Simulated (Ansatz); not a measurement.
Total energies of `C[NH][Ti]([F])([F])[F]`.

```xyz
10

C     0.601   -0.750   -1.091
N    -0.525   -0.214   -0.357
Ti   -0.403    0.800    1.180
F     0.473   -0.137    2.391
F    -2.043    1.192    1.660
F     0.579    2.222    0.825
H     0.570   -1.844   -1.131
H     1.536   -0.468   -0.602
H     0.636   -0.361   -2.114
H    -1.425   -0.442   -0.761
```

The species carries charge 0 and has multiplicity 1. Correlated methods include outer-core shells of Ti, which these sets cover unevenly. Scalar relativity is left out up to krypton. All single points use the PBE0-D4/def2-TZVP geometry. It is one conformer, not always the lowest. Basis def2-TZVPP, the Gaussian-basis code of Ansatz.

RPA on PBE orbitals: Hartree–Fock energy of these orbitals -1241.64074 Eh, correlation -2.42042 Eh (frozen core).

| functional | energy without D4 (Eh) | D4 term (kJ/mol) |
| --- | --- | --- |
| LDA (SPW92) | -1239.96272 | – |
| PBE | -1244.09301 | -19.1 |
| revPBE | -1244.48079 | -57.0 |
| BLYP | -1244.68999 | -41.6 |
| r2SCAN | -1244.50733 | -4.8 |
| B97M-V | -1244.37149 | – |
| PBE0 | -1244.09313 | -16.2 |
| B3LYP | -1244.72139 | -30.6 |
| r2SCANh | -1244.46508 | -5.0 |
| r2SCAN0 | -1244.40532 | -5.6 |
| HSE06 (plane-wave form) | -1244.06781 | -15.1 |
| BHLYP | -1244.47846 | -23.5 |
| CAM-B3LYP | -1244.61634 | -16.4 |
| LC-ωPBE | -1244.29117 | – |
| ωB97X-V | -1244.43591 | – |
| ωB97M-V | -1244.51505 | – |
| B2PLYP | -1244.30146 | – |
| PBE-QIDH | -1243.92797 | – |

B3LYP takes the VWN-RPA correlation (the form of Gaussian; ORCA's B3LYP/G). HSE06 is the plane-wave form, built on full-range PBE exchange. The double hybrids freeze the cores in their second-order part.

LC-ωPBE has ω = 0.4 bohr⁻¹.
